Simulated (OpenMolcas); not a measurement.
**Fe3+, Ru3+, Os3+: d⁵ down the group**

| Property | Result |
| --- | --- |
| Program | OpenMolcas 26.06 |
| Method | CASSCF |
| Basis | ANO-RCC-VQZP |
| Scalar Hamiltonian | DKH2, point nucleus |
| Spin-orbit coupling | RASSI with atomic mean-field integrals over the reference wave functions, term energies averaged over their components |

Active space for each ion: 5 electrons in 10 orbitals (d d).

Computed levels in cm-1 above ⁶S_5/2:

```
                               Level   Fe3+   Ru3+   Os3+
                              ⁴G_7/2  36449  27136  24562
                              ⁴G_9/2  36479  27284  26119
                             ⁴G_11/2  36488  27251  25423
                              ⁴P_1/2  41813  31334  28603
                              ⁴D_7/2  45302  33418  31630
                              ⁴D_1/2  45340  34002  35051
                             ²I_11/2  51909  38699  35803
                             ²I_13/2  51990  39195  38790
                              ⁴F_5/2  60463  45160  44738
weight of ⁶S in the lowest level (%)    100     99     91
```

Mixed levels, with the weight of the term that names them: Fe3+ ⁴F_5/2 (63 %), Os3+ ⁴P_1/2 (68 %), Os3+ ⁴D_1/2 (71 %), Os3+ ⁴F_5/2 (51 %).

Measured, with the error of the calculation in %. Measured levels: Fe3+ from Corliss and Sugar, J. Phys. Chem. Ref. Data 11, 135 (1982).

```json
{"Level": "⁴G_11/2", "Fe3+": "32246 (+13.2)"}
{"Level": "⁴P_1/2", "Fe3+": "35407 (+18.1)"}
{"Level": "⁴D_7/2", "Fe3+": "38779 (+16.8)"}
{"Level": "⁴D_1/2", "Fe3+": "38897 (+16.6)"}
```

Without spin-orbit coupling ⁴G lies 36466, 27204, 25276 cm-1 above ⁶S in that order; the difference to the level ⁴G_7/2, of either sign, comes from spin-orbit coupling, which also lowers the zero.

Without dynamic correlation excited terms often stand tens of per cent too high (terms of higher spin than the ground term too low), and those without a measured partner can miss by more than the paired ones. Active for correlation alone: 4d; no level in the range computed is led by a configuration that fills it, so any true level of that kind is missing (holds for Fe3+). Active for correlation alone: 5d; no level in the range computed is led by a configuration that fills it, so any true level of that kind is missing (holds for Ru3+). Active for correlation alone: 6d; no level in the range computed is led by a configuration that fills it, so any true level of that kind is missing (holds for Os3+). Measured partners are found by configuration, term and J. A level has none where our copy of the source lacks it or the pairing is in doubt (some pairs that miss far off the trend of their configuration count as doubtful), and it then counts in no deviation. Only configurations of the active space appear.
